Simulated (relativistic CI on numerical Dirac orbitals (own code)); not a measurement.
**Transition arrays of Eu XIX**

Computed by Dirac-Coulomb-Breit CI, orbitals from a KLI potential per configuration, a model potential for QED, valence Slater integrals scaled by 0.9, whole transition arrays (own radial code, finite nucleus).

CI space (outside the closed core [Ar] 3d10 4s2): 4p6 4d9, 4p6 4d8 4f, 4p5 4d10, 4p6 4d8 5p, 4p6 4d8 5f. Levels of other configurations are missing.

All E1 lines from the levels of 4p6 4d9; mean and standard deviation are weighted by gf, and upper levels are sorted by their leading configuration.

```csv
Upper configuration,Lines,Σgf,Mean (eV),Mean (nm),σ (eV),Strongest line (nm)
4p6 4d8 4f,82,85.7,177.60,6.981,3.30,6.955
4p5 4d10,2,0.2,123.92,10.005,1.95,9.948
4p6 4d8 5p,60,8.6,215.00,5.767,3.17,5.792
4p6 4d8 5f,81,7.2,320.48,3.869,3.48,3.902
```

Σgf per state of the lower configuration in bins of 0.1 nm over the central range (centre: value): 3.85: 0.48, 3.95: 0.22, 5.65: 0.10, 5.75: 0.54, 5.85: 0.15, 6.75: 0.63, 6.95: 4.05, 7.05: 3.82.

Question: How do configuration mixing and the scaling of the Slater integrals move the arrays?

Answer: Slater scale 0.9, no configuration mixing: 4p6 4d8 4f 176.0 ± 4.7 eV (Σgf 76.7), 4p5 4d10 144.4 ± 13.0 eV (Σgf 4.6), 4p6 4d8 5p 215.3 ± 3.1 eV (Σgf 10.6), 4p6 4d8 5f 320.3 ± 3.5 eV (Σgf 9.1); Slater scale 1: 4p6 4d8 4f 181.2 ± 3.3 eV (Σgf 87.8), 4p5 4d10 122.5 ± 1.9 eV (Σgf 0.2), 4p6 4d8 5p 215.1 ± 3.3 eV (Σgf 8.2), 4p6 4d8 5f 320.6 ± 3.6 eV (Σgf 7.1); Slater scale 0.8: 4p6 4d8 4f 174.0 ± 3.3 eV (Σgf 83.6), 4p5 4d10 125.4 ± 2.0 eV (Σgf 0.3), 4p6 4d8 5p 214.9 ± 3.0 eV (Σgf 8.9), 4p6 4d8 5f 320.4 ± 3.4 eV (Σgf 7.2). With mixing, levels are counted to their leading configuration, so an array can shrink or vanish into another, and the sums then hold other lines.
